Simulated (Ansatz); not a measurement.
Reaction (silylene formation by 1,1-elimination): `C=C[Si](O)(Cl)O[SiH3]` → `C=CCl` + `O[Si]O[SiH3]`

Gas-phase electronic energies from Ansatz, PBE0-D4/def2-TZVP geometries. CCSD(T)/CBS is the MP2 limit (def2-TZVPP, def2-QZVPP) plus CCSD(T) − MP2 in def2-TZVPP, frozen cores. This one scheme is used for every species. Functionals use def2-TZVPP. B3LYP here is the variant with VWN-RPA as its local correlation; programs differ in this. Each species was taken in one conformer, which may not be the lowest.

`C=C[Si](O)(Cl)O[SiH3]`:

Z-matrix (Å, degrees):
```
Si
C 1 1.834
Cl 1 2.067 2 110.9
O 1 1.627 2 108.5 3 118.3
O 1 1.620 2 110.1 3 -118.2
C 2 1.330 1 122.5 3 115.8
H 2 1.088 1 118.5 3 -63.9
H 4 0.958 1 118.5 2 -160.4
Si 5 1.642 1 144.1 2 130.1
H 6 1.086 2 122.0 1 -179.9
H 6 1.086 2 121.6 1 0.4
H 9 1.484 5 110.3 1 -60.2
H 9 1.483 5 107.4 1 -179.8
H 9 1.485 5 110.2 1 60.8
```

`C=CCl`:

Z-matrix (Å, degrees):
```
C
C 1 1.320
H 1 1.083 2 119.4
H 1 1.083 2 122.2 3 180.0
Cl 2 1.721 1 123.5 3 -180.0
H 2 1.083 1 123.6 3 -0.0
```

`O[Si]O[SiH3]`:

Z-matrix (Å, degrees):
```
Si
O 1 1.646
H 1 1.484 2 108.8
H 1 1.484 2 108.8 3 119.4
H 1 1.486 2 110.6 3 -120.3
Si 2 1.656 1 142.0 3 119.9
O 6 1.643 2 101.2 1 -179.6
H 7 0.963 6 118.3 2 0.0
```

| level | ΔE (kcal/mol) |
| --- | --- |
| r2SCAN-D4 | 78.3 |
| B3LYP-D4 | 73.1 |
| ωB97X-V | 76.8 |
| B2PLYP | 71.9 |
| PBE | 66.6 |
| r2SCAN | 77.2 |
| B3LYP | 67.2 |
| HF/CBS(def2) | 76.4 |

Question: What does CCSD(T)/CBS give? (Best estimate.)

Answer: Ansatz gave: +76.4 kcal/mol. The listed levels differ from it by 1.9, -3.3, 0.4, -4.5, -9.8, 0.8, -9.2, 0.0 kcal/mol.

Largest T1 diagnostic among the species: 0.014.

The D4 term adds +5.9 kcal/mol with B3LYP and +3.4 kcal/mol with PBE0; it sums over pairs of atoms, weighted by their polarisabilities, and B3LYP, whose exchange is more repulsive, gets the larger term. From PBE to PBE0 (25 % exact exchange), in def2-TZVPP and without D4, ΔE moves by +6.4 kcal/mol.
